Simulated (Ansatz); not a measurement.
Sn₁₀OH₁₄⁺. The state is a doublet with charge 1. Geometry PBE-D4/def2-SVP, that of the neutral singlet; atoms count from 1.

Cartesian coordinates in Å:
```
Sn -2.351 1.400 -1.480
Sn 0.455 -2.107 -2.452
Sn 2.209 2.016 -1.309
Sn -0.266 1.996 2.569
Sn 2.545 -1.515 1.608
Sn -1.997 -2.144 1.439
Sn 0.113 0.683 -2.639
Sn -2.346 0.645 1.233
Sn 0.453 -2.910 0.258
Sn 2.229 1.315 1.428
O 3.964 -2.361 2.508
H -3.653 0.611 -2.316
H -2.598 3.113 -1.619
H -0.843 -2.913 -3.280
H 1.940 -2.592 -3.207
H 2.003 3.734 -1.458
H 3.736 1.607 -2.027
H -0.502 3.712 2.435
H -0.267 1.598 4.258
H -3.303 -2.960 0.636
H -2.021 -2.632 3.105
H 0.135 1.139 -4.320
H -3.862 1.078 1.973
H 0.695 -4.627 0.396
H 3.529 2.115 2.263
```

In the def2 sets Sn takes a core potential; there is no spin–orbit coupling. Single mean-field runs in def2-TZVP are fitted with def2-universal-jkfit.

**Question.** Estimate the Mulliken populations from the PBE0/def2-TZVP orbitals of Ansatz.

**Answer.** 
| atom | charge (e) | spin (α − β) |
| --- | --- | --- |
| Sn1 | 0.07 | 0.00 |
| Sn2 | 0.06 | 0.01 |
| Sn3 | 0.06 | 0.01 |
| Sn4 | 0.06 | 0.01 |
| Sn5 | 0.61 | -0.09 |
| Sn6 | 0.06 | 0.01 |
| Sn7 | 0.04 | 0.00 |
| Sn8 | 0.04 | 0.00 |
| Sn9 | 0.05 | 0.12 |
| Sn10 | 0.05 | 0.12 |
| O11 | -0.36 | 0.80 |
| H12 | 0.00 | 0.00 |
| H13 | 0.00 | 0.00 |
| H14 | 0.02 | 0.01 |
| H15 | 0.01 | 0.00 |
| H16 | 0.02 | 0.01 |
| H17 | 0.01 | 0.00 |
| H18 | 0.02 | 0.01 |
| H19 | 0.01 | 0.00 |
| H20 | 0.02 | 0.01 |
| H21 | 0.01 | 0.00 |
| H22 | 0.02 | 0.00 |
| H23 | 0.02 | 0.00 |
| H24 | 0.04 | 0.00 |
| H25 | 0.04 | 0.00 |
Mulliken values depend strongly on the basis.

**Question.** Where does the spin sit?

**Answer.** Summed by element: Sn 0.18, O 0.80, H 0.02, of 1 unpaired in all. Largest on single atoms: O11 0.80, Sn9 0.12, Sn10 0.12.

**Question.** And the Mayer bond orders between heavy atoms (over 0.3)?

**Answer.** Sn1–Sn7 0.86 (2.82 Å); Sn1–Sn8 0.86 (2.82 Å); Sn2–Sn7 0.86 (2.82 Å); Sn2–Sn9 0.82 (2.83 Å); Sn3–Sn7 0.86 (2.82 Å); Sn3–Sn10 0.82 (2.83 Å); Sn4–Sn8 0.86 (2.82 Å); Sn4–Sn10 0.82 (2.83 Å); Sn5–Sn9 0.75 (2.85 Å); Sn5–Sn10 0.75 (2.85 Å); Sn5–O11 1.42 (1.88 Å); Sn6–Sn8 0.86 (2.82 Å); Sn6–Sn9 0.82 (2.83 Å).
